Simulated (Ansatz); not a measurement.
Isolated molecules relaxed with PBE0-D4/def2-TZVP in Ansatz; ΔE leaves out vibrations. CCSD(T)/CBS is the MP2 limit (def2-TZVPP, def2-QZVPP) plus CCSD(T) − MP2 in def2-TZVPP, frozen cores. Functionals use def2-TZVPP. B3LYP here is the variant with VWN-RPA as its local correlation; programs differ in this. For Mg outer-core shells are correlated without core-valence functions, which leaves a few kJ/mol of doubt a bond. Each species was taken in one conformer, which may not be the lowest.

Consider the redistribution: `CC(=N)BO` + `[CH3][Mg][Cl]` → `CC(=N)BCl` + `[CH3][Mg][OH]`.

```json
{"level": "PBE-D4", "ΔE (kJ/mol)": "129.8", "difference from CCSD(T)/CBS": "1.0"}
{"level": "r2SCAN-D4", "ΔE (kJ/mol)": "134.3", "difference from CCSD(T)/CBS": "5.5"}
{"level": "PBE0-D4", "ΔE (kJ/mol)": "136.0", "difference from CCSD(T)/CBS": "7.2"}
{"level": "B3LYP-D4", "ΔE (kJ/mol)": "133.8", "difference from CCSD(T)/CBS": "5.0"}
{"level": "ωB97X-V", "ΔE (kJ/mol)": "135.0", "difference from CCSD(T)/CBS": "6.2"}
{"level": "ωB97M-V", "ΔE (kJ/mol)": "135.3", "difference from CCSD(T)/CBS": "6.5"}
{"level": "B2PLYP", "ΔE (kJ/mol)": "133.4", "difference from CCSD(T)/CBS": "4.6"}
{"level": "PBE", "ΔE (kJ/mol)": "131.5", "difference from CCSD(T)/CBS": "2.7"}
{"level": "r2SCAN", "ΔE (kJ/mol)": "134.7", "difference from CCSD(T)/CBS": "5.9"}
{"level": "PBE0", "ΔE (kJ/mol)": "137.6", "difference from CCSD(T)/CBS": "8.8"}
{"level": "B3LYP", "ΔE (kJ/mol)": "136.8", "difference from CCSD(T)/CBS": "8.0"}
{"level": "HF/def2-TZVPP", "ΔE (kJ/mol)": "154.5", "difference from CCSD(T)/CBS": "25.7"}
{"level": "MP2/def2-TZVPP", "ΔE (kJ/mol)": "126.2", "difference from CCSD(T)/CBS": "-2.6"}
{"level": "SCS-MP2/def2-TZVPP", "ΔE (kJ/mol)": "128.5", "difference from CCSD(T)/CBS": "-0.3"}
{"level": "CCSD/def2-TZVPP", "ΔE (kJ/mol)": "134.5", "difference from CCSD(T)/CBS": "5.7"}
{"level": "CCSD(T)/def2-TZVPP", "ΔE (kJ/mol)": "131.8", "difference from CCSD(T)/CBS": "3.0"}
{"level": "HF/def2-QZVPP", "ΔE (kJ/mol)": "154.6", "difference from CCSD(T)/CBS": "25.8"}
{"level": "MP2/def2-QZVPP", "ΔE (kJ/mol)": "124.5", "difference from CCSD(T)/CBS": "-4.3"}
{"level": "SCS-MP2/def2-QZVPP", "ΔE (kJ/mol)": "127.1", "difference from CCSD(T)/CBS": "-1.7"}
{"level": "HF/CBS(def2)", "ΔE (kJ/mol)": "154.6", "difference from CCSD(T)/CBS": "25.8"}
{"level": "MP2/CBS(def2)", "ΔE (kJ/mol)": "123.2", "difference from CCSD(T)/CBS": "-5.6"}
{"level": "CCSD/CBS(def2)", "ΔE (kJ/mol)": "131.5", "difference from CCSD(T)/CBS": "2.7"}
{"level": "CCSD(T)/CBS", "ΔE (kJ/mol)": "128.8", "difference from CCSD(T)/CBS": "0"}
```

Largest T1 diagnostic among the species: 0.013.

From PBE to PBE0 (25 % exact exchange), in def2-TZVPP and without D4, ΔE moves by +6.1 kJ/mol. In def2-TZVPP, CCSD(T) changes the Hartree–Fock value by −22.7 kJ/mol (the triples alone add −2.7 kJ/mol) and MP2 by −28.3 kJ/mol.
